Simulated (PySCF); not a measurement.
# Reading the logs of faulty runs: BCH7Si2

Calculated results; nothing here was measured. The program is PySCF 2.14.0, an open-source quantum chemistry code, run on an isolated molecule that a program drew, which may never have been made. The molecule is BCH7Si2 (charge 0, singlet), drawn as the SMILES string `B[SiH2][SiH]=C`.

Each row is a Hartree-Fock (HF) and frozen-core CCSD(T) single point in the cc-pV(D+d)Z basis, meant for a local HF minimum. Run 1 is clean. Each other run has one planted mistake out of seven kinds, and not every kind appears here: one electron removed, one electron added, multiplicity raised by two, geometry at a saddle point, minimal basis STO-3G, one bond length entered in bohr, all coordinates scaled. The reference is restricted for singlets and unrestricted otherwise, and also for a bond in bohr. Adding or removing an electron swaps singlet and doublet. Electrons count all cores. HOMO and LUMO are orbital energies over both spins, the gradient is its largest component, and the lowest frequency (negative if imaginary) is given only where the gradient is small. Bond lengths are over the 10 bonds as drawn. T1 is the CCSD diagnostic: over 0.02 (restricted) or 0.045 (unrestricted) a single reference is doubtful.

Geometry of the clean run:
```xyz
11
BCH7Si2, angstrom
B    -0.3152    1.4057    2.4850
Si    1.0838    0.9785    1.0711
Si   -0.1156    0.6107   -0.9272
C    -1.7589    0.1733   -0.9293
H    -0.5757    2.5379    2.7793
H    -0.9371    0.5271    3.0132
H     1.8755   -0.2358    1.3924
H     2.0367    2.0915    0.8313
H     0.5881    0.8099   -2.2109
H    -2.3176    0.0136   -0.0130
H    -2.3249    0.0165   -1.8417
```

| run | electrons | basis functions | <S^2> | HOMO (eV) | LUMO (eV) | gradient (hartree/bohr) | lowest frequency (cm^-1) | mean bond (Å) | longest bond (Å) | T1 | HF (hartree) | CCSD(T) (hartree) | mistake |
|---|---|---|---|---|---|---|---|---|---|---|---|---|---|
| 1 | 46 | 109 | 0.000 | -8.45 | 1.10 | 2.1e-05 | 34 | 1.5109 | 2.359 | 0.0152 | -644.40989 | -644.91259 | no fault |
| 2 | 46 | 109 | 0.000 | -9.05 | 1.33 | 9.4e-02 | - | 1.3674 | 2.135 | 0.0148 | -644.29875 | -644.79206 | all coordinates scaled |
| 3 | 46 | 109 | 2.031 | -6.22 | 0.52 | 1.2e-01 | - | 1.5109 | 2.359 | 0.0165 | -644.35009 | -644.81340 | ? |
| 4 | 47 | 109 | 1.008 | -0.94 | 6.33 | 3.0e-02 | - | 1.5109 | 2.359 | 0.0418 | -644.40645 | -644.92709 | ? |

**Which mistake was planted in run 3, and what did it cost?**

Electrons, basis and geometry are unchanged, and <S^2> is 2.031, beside S(S+1) = 2.00 for a multiplicity of 3. So the mistake is: multiplicity raised by two. Subtracting run 1 and multiplying by 627.51 kcal/mol a hartree, the energy moved by 37.5 kcal/mol in HF and 62.2 kcal/mol in CCSD(T).

**Which mistake was planted in run 4, and what did it cost?**

It counts 47 electrons, one more than the clean run, at the same geometry and basis. So the mistake is: one electron added. Subtracting run 1 and multiplying by 627.51 kcal/mol a hartree, the energy moved by 2.2 kcal/mol in HF and -9.1 kcal/mol in CCSD(T).

